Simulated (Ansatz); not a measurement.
Consider the silylene formation by 1,1-elimination: `C[SiH](F)N[SiH](O)O` → `C[Si]F` + `N[SiH](O)O`.

Gas-phase electronic energies from Ansatz, PBE0-D4/def2-TZVP geometries. CCSD(T)/CBS is the MP2 limit (def2-TZVPP, def2-QZVPP) plus CCSD(T) − MP2 in def2-TZVPP, frozen cores. This one scheme is used for every species. Functionals use def2-TZVPP. One conformer a species, not always the lowest.

```tsv
level	ΔE (kJ/mol)
PBE0-D4	283.4
ωB97X-V	286.8
B2PLYP	269.2
PBE0	272.1
SCS-MP2/def2-TZVPP	283.2
CCSD/def2-TZVPP	274.8
MP2/def2-QZVPP	294.6
MP2/CBS(def2)	295.8
```

(1) What does CCSD(T)/CBS give? (Best estimate.)

Largest T1 diagnostic among the species: 0.014.

## Answers

(1) Computed: +279.1 kJ/mol. The listed levels differ from it by 4.3, 7.7, -9.9, -7.0, 4.1, -4.3, 15.5, 16.7 kJ/mol.

From PBE to PBE0 (25 % exact exchange), in def2-TZVPP and without D4, ΔE moves by +19.2 kJ/mol. The D4 term adds +20.0 kJ/mol with B3LYP and +11.3 kJ/mol with PBE0; it sums over pairs of atoms, weighted by their polarisabilities, and B3LYP, whose exchange is more repulsive, gets the larger term.

B3LYP here is the variant with VWN-RPA as its local correlation; programs differ in this.
